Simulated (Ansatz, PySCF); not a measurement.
This PySCF input computes a CCSD(T)/cc-pVDZ energy:

```python
from pyscf import gto, scf, mp, cc as ccmod

mol = gto.M(
    atom='''
    N    -1.09895445    0.24210559    0.04933160
    C     0.18292093    0.38685930   -0.06554635
    O     1.06504916   -0.54321309   -0.00639096
    H    -1.55012573   -0.65357977    0.20314888
    H    -1.70318167    1.05336799   -0.01456906
    H     0.59089722    1.37957484   -0.22917117
    H     0.73717246   -1.44955323    0.13967593
    ''',
    basis='cc-pvdz',
    charge=1,
    spin=0,
    verbose=4,
)

mf = scf.RHF(mol)
mf.conv_tol = 1e-10
mf.max_cycle = 100
mf.kernel()
mp2 = mp.MP2(mf, frozen=3).run()
cc = ccmod.CCSD(mf, frozen=3)
cc.max_cycle = 100
cc.kernel()
et = cc.ccsd_t()
print(f'E(CCSD(T)) = {cc.e_tot + et:.9f}')
```

Q: Write an input for the same energy in Ansatz (an electronic-structure program) and say what it gives.

A: 
Ansatz 0.2 input:
```yaml
crystal:
  periodic: [false, false, false]
  atoms:
    - {symbol: N, position_ang: [-1.09895445, 0.24210559, 0.04933160]}
    - {symbol: C, position_ang: [0.18292093, 0.38685930, -0.06554635]}
    - {symbol: O, position_ang: [1.06504916, -0.54321309, -0.00639096]}
    - {symbol: H, position_ang: [-1.55012573, -0.65357977, 0.20314888]}
    - {symbol: H, position_ang: [-1.70318167, 1.05336799, -0.01456906]}
    - {symbol: H, position_ang: [0.59089722, 1.37957484, -0.22917117]}
    - {symbol: H, position_ang: [0.73717246, -1.44955323, 0.13967593]}
basis:
  gaussian:
    orbitals: cc-pVDZ
total_charge: 1
magnetization: {spin_polarized: false}
correlation: {method: ccsd_t, electrons: outside_noble_gas}
```
It gives -169.79936 Eh, and PySCF -169.79936 Eh, a difference of 0.00 mEh.

It need not be the lowest isomer of its formula.
